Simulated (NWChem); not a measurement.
Molecule: HfH₂Cl₂; SMILES [HfH2]([Cl])[Cl]

```xyz
5

Hf     0.0000     0.0000    -0.2766
Cl     1.9987     0.0000     0.9228
Cl    -1.9987     0.0000     0.9228
H      0.0000    -1.4669    -1.3729
H      0.0000     1.4669    -1.3729
```
Atoms are numbered in this order, from 1.

Level: PBE0/def2-SVP with def2 effective core potentials on Hf (NWChem), optimised geometry, unscaled harmonic frequencies. def2 effective core potentials on Hf; no spin-orbit coupling.

| frequency (cm⁻¹) | IR intensity (km/mol) |
|---|---|
| 84 | 3.9 |
| 243 | 40.5 |
| 367 | 16.7 |
| 383 | 15.6 |
| 501 | 0.0 |
| 544 | 191.0 |
| 639 | 117.2 |
| 1780 | 389.6 |
| 1807 | 266.3 |

* **zero-point energy**: 9.1 kcal/mol
* **thermal correction to the enthalpy at 298.15 K (with zero-point energy)**: 13.0 kcal/mol
* **heat capacity Cv**: 16.1 cal/(mol K)
* **entropy at 298.15 K and 1 atm (symmetry number 2)**: 77.8 cal/(mol K)

Rigid rotor and harmonic oscillator; modes under 100 cm⁻¹ make the entropy uncertain.
